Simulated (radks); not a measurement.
The numbers below are computed, except where a source is named.
All-electron atom: Zn II in [Ar] 3d10 4s1.

Level of theory: Dirac Kohn-Sham, BLYP, spin-unpolarised, spherical densities, finite nucleus; Fermi nuclear charge, rms radius 3.9283 fm (a radial shooting solver on a logarithmic mesh with Libxc functionals).

Energy parts (eV):
part                       energy
total                  -48873.957
kinetic                 49784.119
electron-nucleus      -117621.580
Hartree                 20915.470
exchange-correlation    -1951.966

Orbitals (lengths in bohr, moments of r in powers of bohr):
| orbital | occ. | eigenvalue (eV) | <r> | <r^2> | small-component weight |
|---|---|---|---|---|---|
| 1s1/2 | 2 | -9535.527 | 0.05030 | 0.003405 | 1.17e-02 |
| 2s1/2 | 2 | -1167.665 | 0.2260 | 0.06032 | 2.24e-03 |
| 2p1/2 | 2 | -1029.715 | 0.1959 | 0.04716 | 2.23e-03 |
| 2p3/2 | 4 | -1005.818 | 0.1993 | 0.04869 | 2.19e-03 |
| 3s1/2 | 2 | -138.6428 | 0.6812 | 0.5367 | 4.98e-04 |
| 3p1/2 | 2 | -94.9988 | 0.7063 | 0.5900 | 4.49e-04 |
| 3p3/2 | 4 | -91.9283 | 0.7172 | 0.6084 | 4.39e-04 |
| 3d3/2 | 4 | -19.9447 | 0.8940 | 1.071 | 2.98e-04 |
| 3d5/2 | 6 | -19.5849 | 0.9017 | 1.090 | 2.94e-04 |
| 4s1/2 | 1 | -14.1256 | 2.399 | 6.634 | 4.74e-05 |

The highest occupied level is 4s1/2 at -14.126 eV. For comparison, the ionisation energy in NIST's Atomic Spectra Database is 17.964 eV (measured). In exact Kohn-Sham theory the highest level is minus the ionisation energy, but local and semilocal functionals leave it too shallow, through self-interaction and a potential that decays too fast; potentials with the right tail come closer.

Beside tabulated values, note that spin-unpolarised runs miss the spin-polarisation part of the exchange energy of open shells.
